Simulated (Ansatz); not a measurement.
A nudged elastic band was laid between two geometries of C3H8FGaSi (14 atoms, charge 0, multiplicity 1).

All numbers below come from RHF/def2-SVP (Ansatz).

```
movable images  : 7
climbing image  : yes
spring          : 5.0 eV/Å²
optimiser       : quadratic models (default)
start path      : through a guess of the saddle point
force threshold : 0.05 eV/Å
iteration limit : 60
end points      : relaxed
```

Image 0:

```xyz
14
Properties=species:S:1:pos:R:3
C -0.273 -0.351 2.387
Ga 1.159 0.150 1.132
F 2.745 0.314 1.877
C 1.312 0.560 -0.790
C 0.427 0.432 -1.786
Si -1.335 -0.229 -1.719
H -0.578 -1.388 2.228
H -1.159 0.275 2.260
H 0.085 -0.253 3.413
H 2.291 0.955 -1.061
H 0.756 0.734 -2.782
H -1.664 -0.695 -0.351
H -2.297 0.829 -2.115
H -1.483 -1.362 -2.665
```

Image 8:

```xyz
14
Properties=species:S:1:pos:R:3
C -0.204 0.029 2.723
Ga 0.240 -0.501 0.879
F 1.140 -2.000 0.599
C 0.598 0.755 -0.673
C 0.937 0.372 -1.932
Si -1.268 -0.457 -1.204
H -0.757 -0.768 3.224
H -0.810 0.936 2.751
H 0.711 0.210 3.291
H 0.203 1.768 -0.596
H 0.884 1.050 -2.778
H 1.381 -0.598 -2.125
H -2.089 0.605 -1.843
H -0.979 -1.429 -2.288
```

Q: Which bonds break or form, and what moves?

A: Bonds broken: C5–Si6, Si6–H12. Bonds formed: Ga2–Si6, C5–H12.

Q: Give the energies along the band, and the barrier.

A: The run converged. The highest image is number 5 of 0 to 8, 3.67 eV above the first end and 2.33 eV above the last; the last end lies 1.34 eV above the first. Neighbouring images differ by up to 3.1 eV, so the band resolves the path poorly. A vibrational analysis at the climbing image gives one clearly imaginary mode, 1660i cm⁻¹: a first-order saddle point. The orbitals stay closed-shell, which can raise the energy where a bond breaks towards radicals; this wasn't checked here.

| image | path coordinate (Å) | energy (eV) | C5–Si6 (Å) | Si6–H12 (Å) | Ga2–Si6 (Å) |
| --- | --- | --- | --- | --- | --- |
| 0 | 0.00 | 0.00 | 1.88 | 1.48 | 3.81 |
| 1 | 1.17 | 0.01 | 1.88 | 1.48 | 3.74 |
| 2 | 2.34 | 0.02 | 1.88 | 1.49 | 3.61 |
| 3 | 3.51 | 0.05 | 1.87 | 1.50 | 3.37 |
| 4 | 4.68 | 0.55 | 1.87 | 1.48 | 3.11 |
| 5 | 5.85 | 3.67 | 1.96 | 1.56 | 2.87 |
| 6 | 6.81 | 1.79 | 2.27 | 2.13 | 2.58 |
| 7 | 7.78 | 1.41 | 2.49 | 2.66 | 2.54 |
| 8 | 8.74 | 1.34 | 2.47 | 2.81 | 2.57 |

Q: What is the geometry of the highest image?

A: 
```xyz
14
Properties=species:S:1:pos:R:3
C -0.387 0.003 2.551
Ga 0.535 -0.344 0.839
F 1.781 -1.596 0.874
C 0.973 0.934 -0.697
C 0.538 0.523 -1.910
Si -1.034 -0.587 -1.557
H -0.961 -0.875 2.857
H -1.071 0.851 2.485
H 0.344 0.209 3.337
H 1.497 1.885 -0.622
H 0.856 0.945 -2.860
H 0.499 -0.869 -1.439
H -2.133 0.292 -1.115
H -1.452 -1.400 -2.714
```

The run took 12 min on 2 threads of Intel(R) Xeon(R) CPU @ 2.80GHz (Skylake/Cascade Lake), on a shared host, peak memory 0.47 GiB.
